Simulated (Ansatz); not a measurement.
Geometry optimisation, RKS PBE0-D4/def2-SVP in Ansatz.

The input (input.yaml):

```yaml
crystal:
  periodic: [false, false, false]
  atoms:
    - { symbol: F, position_ang: [0.3947, -2.1457, 1.0158] }
    - { symbol: Sn, position_ang: [0.3524, -0.4153, 0.0418] }
    - { symbol: F, position_ang: [0.4025, -0.7535, -1.882] }
    - { symbol: S, position_ang: [-1.5833, 0.8296, 0.5525] }
    - { symbol: H, position_ang: [1.7543, 0.5199, 0.5077] }
    - { symbol: H, position_ang: [-1.31907, 0.93688, 1.91464] }
basis:
  gaussian: { orbitals: def2-SVP }
hamiltonian:
  xc: pbe0
  dispersion: d4
relax:
  f_tol: 0.015
  max_steps: 40
```

Command:

```bash
$ ansatz run input.yaml --threads 1 --pin off --max-ram 2048MiB --backend cpu --events-out ev --progress --plain --runs-dir out
```

Task: Where does it end, and by what steps?

Result: The run converged. After 5 steps the energy has fallen by 0.180 eV; H5 moved furthest, 0.17 Å.

| step | energy less start (eV) | largest force component (eV/Å) | accepted |
| --- | --- | --- | --- |
| 0 | 0.0000 | 1.049 | yes |
| 1 | -0.1161 | 0.871 | yes |
| 2 | -0.1677 | 0.668 | yes |
| 3 | -0.1776 | 0.317 | yes |
| 4 | -0.1798 | 0.022 | yes |
| 5 | -0.1799 | 0.007 | yes |

```xyz
6
Properties=species:S:1:pos:R:3
F 0.385 -2.046 0.967
Sn 0.398 -0.327 0.091
F 0.354 -0.752 -1.786
S -1.658 0.796 0.548
H 1.885 0.413 0.464
H -1.362 0.888 1.866
```

Whether the end is a true minimum wasn't checked by a vibrational analysis.

Run time: 26 s on 1 CPU thread of a shared host.
